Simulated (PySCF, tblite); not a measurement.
Isomers of C6H15O2P, one GFN2-xTB conformer each. Single-point energies are computed at PBE0/pcSseg-1 (PySCF, gas phase, no added dispersion term), electronic only.

| SMILES | GFN2-xTB relative energy (kcal/mol) |
| --- | --- |
| COCC[P@@H](=O)C(C)C | 2.4 |
| CC(C)(C)C[P@H](=O)CO | 0.0 |

Conformers: `[CH3:1][O:2][CH2:3][CH2:4][P@@H:5](=[O:6])[CH:7]([CH3:8])[CH3:9]` with C1–O2–C3–C4 -162°, O2–C3–C4–P5 45°, C3–C4–P5–O6 49°, C4–P5–C7–C8 178°; `[CH3:1][C:2]([CH3:3])([CH3:4])[CH2:5][P@H:6](=[O:7])[CH2:8][OH:9]` with C2–C5–P6–O7 -51°, C5–P6–C8–O9 73°, P6–C8–O9–H 49°.

Problem. What does PBE0/pcSseg-1 give for the same structures?

Solution. 
```
              SMILES  PBE0/pcSseg-1 E (Eh)  PBE0/pcSseg-1 (kcal/mol)  GFN2-xTB (kcal/mol)  point group
CC(C)(C)C[P@H](=O)CO            -728.84384                       0.0                  0.0           C1
 COCC[P@@H](=O)C(C)C            -728.82977                       8.8                  2.4           C1
```

Both levels put the same isomer lowest. As drawn, the lower has an O–H bond and a quaternary carbon, which the higher lacks.

Problem. Which frontier levels, dipoles and rotational constants go with these structures?

Solution. 
```tsv
SMILES	HOMO (eV, PBE0/pcSseg-1)	LUMO (eV)	dipole (D)	A, B, C (MHz)
CC(C)(C)C[P@H](=O)CO	-7.45	0.86	3.11	2374, 794.9, 750.9
COCC[P@@H](=O)C(C)C	-7.22	1.32	3.00	2682, 784.2, 693.4
```

Problem. What happens when harmonic zero-point energies from GFN2-xTB frequencies are added?

Solution. 
```csv
SMILES,ZPE (kcal/mol),electronic (kcal/mol),with ZPE (kcal/mol)
CC(C)(C)C[P@H](=O)CO,127.3,0.0,0.0
COCC[P@@H](=O)C(C)C,127.3,8.8,8.8
```

The zero-point energies span 0.0 kcal/mol. The order is unchanged.
